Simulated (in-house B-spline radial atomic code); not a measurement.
Configurations of Rh2+, with energies counted from [Kr] (4d3/2)4 (4d5/2)3. Level of theory: Dirac-Hartree-Fock, average of each configuration as written, Fermi nucleus of rms radius 4.4945 fm; calculated with an all-electron radial atomic-structure program (B-spline basis). Energies include first-order Breit, QED and recoil terms.

Occupations are held fixed; configurations that lie above the ionisation limit could autoionise.

| configuration | E - E(ref) (eV) | highest orbital | its <r> (bohr) |
| --- | --- | --- | --- |
| [Kr] (4d3/2)3 (4d5/2)4 | 0.61019 | 4d5/2 | 1.44 |
| [Kr] (4d3/2)1 (4d5/2)5 6s1 | 20.585 | 6s1/2 | 5.597 |
| [Kr] (4d5/2)6 8s1 | 27.263 | 8s1/2 | 14.31 |
| [Kr] (4d3/2)3 (4d5/2)3 (8f7/2)1 | 29.133 | 8f7/2 | 29.1 |
| [Ar] (3d3/2)4 (3d5/2)5 4s2 4p6 (4d3/2)1 (4d5/2)6 7s1 | 334.57 | 7s1/2 | 9.383 |

(1) Order these further configurations by energy, lowest first.
A. [Kr] (4d3/2)4 (4d5/2)2 (6g9/2)1
B. [Kr] (4d3/2)2 (4d5/2)5
C. [Ar] 3d10 4s2 (4p1/2)2 (4p3/2)3 (4d3/2)4 (4d5/2)3 6s1
D. [Ar] 3d10 4s2 (4p1/2)2 (4p3/2)3 (4d3/2)3 (4d5/2)4 8s1
E. [Kr] (4d5/2)6 (6f7/2)1

(2) How far above the reference does [Ar] 3d10 4s2 (4p1/2)1 (4p3/2)4 (4d3/2)3 (4d5/2)5 lie?

## Answers

(1) B (0.92158 eV), A (26.91 eV), E (28.022 eV), C (68.509 eV), D (76.84 eV).

(2) 53.764 eV; its least bound orbital is 4d3/2 with <r> = 1.424 bohr.
